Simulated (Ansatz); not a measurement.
Coupled-cluster diagnostics for the cluster LiNbO₃, Ansatz.

Geometry of the singlet (B3LYP-D4/def2-TZVP):

```csv
atom,x (Å),y (Å),z (Å)
Li1,0.2578,2.0812,-1.1731
Nb2,-0.1219,-0.9909,0.5591
O3,-0.3049,-2.4902,1.4057
O4,0.4437,0.3341,-0.9659
O5,-0.2747,1.0658,0.1742
```

In the def2 sets Nb takes a core potential; there is no spin–orbit coupling. Correlated methods freeze 3 core orbitals; core or outer-core shells of Li, Nb are correlated, in sets that lack core-valence functions. The structure holds one bond between oxygen atoms, so isomers without such links may lie far lower. No other spin state of charge 0 was run. Another isomer (triplet) lies 1.42 eV lower at PBE0-D4/def2-TZVP; other spin states weren't run for this one.

(1) Estimate the CCSD(T) correlation energy, the shares of MP2 and (T), T1 and the reference's ⟨S²⟩ for: charge 0, singlet, own geometry in def2-TZVPP; and the rough time on 4 threads of Arm Neoverse V2 on a shared host.

Answers

(1) 
```tsv
state	basis	correlation (eV)	MP2 share (%)	(T) share (%)	T1	⟨S²⟩ (pure)	wall time	remarks
charge 0, singlet, own geometry	def2-TZVPP	-33.036	96.4	4.9	0.034	0.00 (0.00)	58 s	restricted SCF unstable
```
Customary marks for T1 are 0.02 (closed shells), 0.045 (open shells) and about 0.05 (3d metals). T1 exceeds 0.02 in 1 of 1 rows and 0.045 in 0; the higher it lies, the less the single-reference result can be trusted.
